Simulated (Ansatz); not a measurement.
H$_{7}$HfN$_{3}$O, SMILES `[NH2][Hf]([NH2])([NH2])[OH]`, relaxed with RKS PBE0-D4/def2-TZVP in Ansatz from a GFN2-xTB geometry. The force threshold is 0.005 eV/Å; the program also tests the step.

Charge 0, multiplicity 1. Hf: def2 effective core potential.

Start:

```xyz
12

N    -1.075   -1.528    0.686
Hf   -0.097    0.083   -0.062
N     0.479    1.271    1.472
N     1.455   -0.500   -1.243
O    -1.186    1.154   -1.183
H    -2.078   -1.404    0.846
H    -0.987   -2.400    0.160
H     0.081    2.210    1.381
H     0.198    0.945    2.401
H     2.070    0.265   -1.534
H     2.076   -1.191   -0.812
H    -0.937    1.096   -2.112
```

(1) By how much does the energy fall, and how many steps does the optimiser take? (An estimate is asked.)

(2) Which bonds change most? (Estimate.)

(3) Give the relaxed structure. (Estimate.)

Answers

(1) The calculation gave: 69.91 kJ/mol, in 29 steps, 2 of them rejected.

(2) Computed: Hf2–O5 from 1.894 to 1.938 Å; Hf2–N3 from 2.024 to 2.045 Å; N1–Hf2 from 2.027 to 2.046 Å; N3–H8 from 1.025 to 1.010 Å.

(3) Computed: 
```xyz
12

N    -1.169   -1.499    0.387
Hf   -0.111    0.153   -0.194
N     0.143    1.279    1.495
N     1.724   -0.523   -0.799
O    -0.972    1.183   -1.590
H    -1.444   -1.704    1.336
H    -1.574   -2.195   -0.224
H    -0.475    2.011    1.816
H     0.982    1.297    2.057
H     2.362   -0.050   -1.424
H     2.096   -1.438   -0.589
H    -1.562    1.486   -2.271
```
